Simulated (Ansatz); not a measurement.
Mulliken charges of `[O]=[Mo]([OH])([OH])([OH])[Cl]` from PBE/def2-TZVPP in Ansatz (PBE0-D4/def2-TZVP geometry).

| atom | x (Å) | y (Å) | z (Å) | charge (e) |
| --- | --- | --- | --- | --- |
| O1 | 0.439 | -1.078 | 1.358 | -0.377 |
| Mo2 | 0.026 | -0.090 | 0.077 | 1.251 |
| O3 | 1.767 | 0.251 | -0.484 | -0.394 |
| O4 | -0.977 | -1.430 | -0.742 | -0.395 |
| O5 | -0.813 | 1.220 | 1.097 | -0.394 |
| Cl6 | -0.654 | 1.224 | -1.836 | -0.342 |
| H7 | 2.486 | -0.137 | 0.027 | 0.218 |
| H8 | -1.365 | -1.112 | -1.569 | 0.214 |
| H9 | -0.821 | 1.105 | 2.054 | 0.218 |

Question: By hand: the dipole of these point charges (1 e Å = 4.8032 D).

Answer: Σ q r = (0.172, -0.166, 0.382) e Å, of length 0.451 e Å = 2.17 D.

Question: How does the dipole of the full density compare? (Best estimate.)

Answer: The calculation gave: (0.253, -0.203, 0.536) e Å, 3.01 D; the point charges give 0.72 times that, at 3° from its direction.

Point charges leave out the atoms' own dipoles, such as those of lone pairs, and Mulliken's split depends on the basis, so the two needn't agree.
